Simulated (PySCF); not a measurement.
# Electric field gradients and quadrupole coupling constants

Compound: C₃H₃F₃O₂.
Geometry (GFN2-xTB, Å), atoms numbered from 1 in this order:
```
atom  x, y, z in Å
F1     2.0709   -0.6126   -0.7836
C2     1.4422   -0.2918    0.3629
F3     2.4100   -0.0859    1.2695
O4     0.7428    0.8736    0.2151
C5    -0.6352    0.8356    0.1544
O6    -1.3390   -0.2005    0.7576
C7    -1.4020   -0.1454   -0.6243
F8    -0.7432   -1.1205   -1.2806
H9     0.8343   -1.1525    0.6887
H10   -1.0145    1.8418    0.3012
H11   -2.3610    0.0608   -1.0868
```

Field gradients from the PBE0/pcSseg-1 density (PySCF, non-relativistic), principal values in atomic units, ordered |Vxx| ≤ |Vyy| ≤ |Vzz|:

| atom | Vxx | Vyy | Vzz |
| --- | --- | --- | --- |
| O4 | -0.2274 | -1.6975 | 1.9249 |
| O6 | 0.8665 | 0.8964 | -1.7629 |

**Question.** Find the asymmetry η = (Vxx − Vyy)/Vzz and the couplings χ = eQV/h (234.96 MHz × Q in barn × V in au), with Q(17O) = −0.0256 b.

**Answer.** 
```tsv
atom	environment	nucleus	η	χzz (MHz)	χxx (MHz)	χyy (MHz)
O4	ether oxygen	17O	0.76	-11.58	1.37	10.21
O6	epoxide oxygen	17O	0.02	10.60	-5.21	-5.39
```

The gradient is axial or nearly so (η below 0.05) at O6. The tensor is traceless: Vxx + Vyy + Vzz = 0.

**Question.** What is Vzz at O4 in SI units (1 au = 9.71736 × 10²¹ V/m²)?

**Answer.** 1.9249 au = 18.705 × 10²¹ V/m².

**Question.** What couplings would deuterons (Q(2H) = 0.00286 b) have in place of the hydrogens, at this geometry?

**Answer.** 
```tsv
atom	bonded to	bond length (Å)	Vzz (au)	η	χzz (kHz)
H9	C2	1.103	0.2530	0.04	170
H10	C5	1.085	0.3014	0.09	202
H11	C7	1.084	0.3037	0.09	204
```

Isolated species at its GFN2-xTB geometry (one conformer only). GFN2-xTB bond lengths can be off by several hundredths of an ångström, more for odd bonds, and the gradients follow them. With so small a basis the couplings can be 20 % off.

The run behind these numbers computed NMR shieldings as well. The run took 30 s on an Arm Neoverse N1 with one thread, no GPU (shared host), and the process peaked at 0.70 GiB of memory.
